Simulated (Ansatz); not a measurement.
System: CH2I2, charge 0, singlet. CH2I2 (SMILES ICI).
B3LYP-D3(BJ)/def2-TZVP minimum from Ansatz (a first-principles code):
```xyz
5

I     -1.8160     0.0864    -0.0256
C      0.0019    -1.0518     0.0561
I      1.8157     0.0951     0.0159
H     -0.0074    -1.6073     0.9837
H      0.0133    -1.7028    -0.8072
```
Charge 0, spin multiplicity 1.

Total energies in def2-SVP, 20 correlated electrons, 19 frozen orbitals. Radicals and triplets start from unrestricted determinants; spin-orbit coupling is neglected. Correlated methods leave the cores frozen (noble-gas shells, and filled d and f shells in the p block). Past Kr the def2 sets carry scalar-relativistic core potentials. Spin-orbit terms, left out, reach several kcal/mol for Br and I, and more for heavier atoms.

```
method    program  energy (Eh)  minus CCSDT(Q) (mEh)
--------  -------  -----------  --------------------
HF         Ansatz   -632.28782                383.66
MP2        Ansatz   -632.63008                 41.40
CCSD       Ansatz   -632.65914                 12.34
CCSD(T)    Ansatz   -632.67004                  1.44
CCSDT(Q)   Ansatz   -632.67148                  0.00
```

Rough core times of Ansatz's runs on a shared machine: CCSD(T) under 20 s, CCSDT(Q) 80 s.
